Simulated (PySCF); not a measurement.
**Property card for `Cl[Si](Cl)(Cl)Cl`**

Species: SiCl4.
Structure used (GFN2-xTB), in Å, numbered top down from 1:
```xyz
5
SiCl4 angstrom
Cl     0.7047   -1.2964    1.3679
Si     0.0018    0.0007   -0.0034
Cl    -0.9577    1.5073    0.9275
Cl     1.5370    0.7432   -1.0753
Cl    -1.2771   -0.9520   -1.2339
```

**GFN2-xTB geometry**

```yaml
Point_group_of_the_GFN2-xTB_geometry: Td
Rotational_constants_A_B_C_of_the_GFN2-xTB_geometry: 1.336, 1.336, 1.336 GHz
```

**CAM-B3LYP/def2-SVPD ground state and vertical TDDFT (core frozen in the response) (PySCF)**

```yaml
Dipole_moment: 0.00 D
HOMO_energy: -11.00 eV
LUMO_energy: 0.11 eV
HOMO–LUMO_gap: 11.11 eV
Lowest_singlet_excitation: 7.72 eV (161 nm, f = 0.000 summed over 3 states within 0.01 eV)
Lowest_triplet_excitation_Tamm–Dancoff: 7.27 eV
Static_isotropic_polarisability: 74.9 au
Electronic_spatial_extent_⟨r²⟩_about_the_centre_of_nuclear_charge: 1126 bohr²
```

Monoisotopic mass from the formula: 167.8523 u.

The principal polarisabilities are 74.9, 74.9 and 74.9 au; their mean is the isotropic value. The vertical singlet–triplet gap S1 − T1 is 0.45 eV (TDDFT singlet less Tamm–Dancoff triplet). The rotational constants are those of a spherical top. S1 lies 3.39 eV below the HOMO–LUMO gap.

Geometry: GFN2-xTB; no solvent, vibrations or thermal averaging.
